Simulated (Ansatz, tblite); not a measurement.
Potential energy curve for Ge(H)3(tBu), SMILES C[C](C)(C)[GeH3] (C₄H₁₂Ge). The C2–C14 bond (C2 also carries C, C, Ge; C14 carries H, H, H) is varied alone, starting from the PBE0/def2-SVP optimised geometry.

Methods: GFN2-xTB, 300 K electronic temperature (tblite); UKS-PBE0 = unrestricted PBE0/def2-SVP (Ansatz, a program for electronic structure).

Energies relative to the lowest point of each curve near equilibrium, in kJ/mol; the last columns give the difference from UKS-PBE0:

```csv
R / Å,GFN2-xTB,UKS-PBE0,GFN2-xTB − UKS-PBE0
1.25,169.4,179.6,-10.3
1.34,63.0,69.1,-6.1
1.42,16.6,19.8,-3.2
1.48,2.2,3.6,-1.4
1.53,0.0,0.0,0.0
1.57,3.2,2.1,1.1
1.63,14.5,11.6,3.0
1.75,53.3,46.0,7.3
1.83,86.3,75.6,10.7
2.04,181.1,162.3,18.8
2.22,260.6,235.6,24.9
2.51,366.6,339.3,27.3
2.84,449.6,403.9,45.7
3.19,501.7,429.4,72.3
3.77,538.6,442.1,96.5
4.47,547.5,445.5,101.9
```

GFN2-xTB is furthest from UKS-PBE0 at 4.47 (101.9 kJ/mol, above); its mean absolute difference over the points is 26.9 kJ/mol.

The unrestricted determinant behind UKS-PBE0 is spin-contaminated at 2.51 to 4.47 Å (<S²> up to 1.0, against 0.00 for a pure singlet).
